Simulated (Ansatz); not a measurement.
The molecule CuP, closed-shell singlet (lowest of 2S+1 = 1, 3, 5 at CCSD(T)/def2-TZVPP on PBE0 minima; our sources give no spin for the ground state, which may be another). No spin–orbit coupling. Cu is treated without relativity.

Constants: fifth-degree fit in 1/R to seven points, most abundant isotopes. In def2 and cc sets the state is the lowest found near the PBE0 minimum, followed along R. The singlet is held restricted.

Correlated levels freeze the inner cores; with def2 sets outer-core shells near the valence are correlated too.

Programs: Ansatz (Gaussian orbitals). 

Energies at CCSD/def2-QZVPP:

```tsv
R (Å)	E (hartree)
1.965805	-1980.55233042
2.018649	-1980.55618920
2.067266	-1980.55822639
2.122224	-1980.55915568
2.177182	-1980.55893721
2.240595	-1980.55758742
2.314577	-1980.55489732
```

### Question
With a reduced mass of 20.7572 u, find the minimum, the force constant and the constants.

### Answer
A fifth-degree polynomial in 1/R puts the minimum at r_e = 2.1376 Å with force constant 154 N/m. Then ω_e = (1/2πc)√(k/μ) = 354 cm⁻¹ and B_e = h/(8π²cμr_e²) = 0.1777 cm⁻¹; the cubic and quartic terms give α_e = 0.0012 and ω_e x_e = 1.4 cm⁻¹.

Doubts at one or more of the structures used: a restricted determinant that unrestricted orbitals would lower (CCSD/def2-QZVPP).

Ansatz is a quantum-chemistry and plane-wave program.
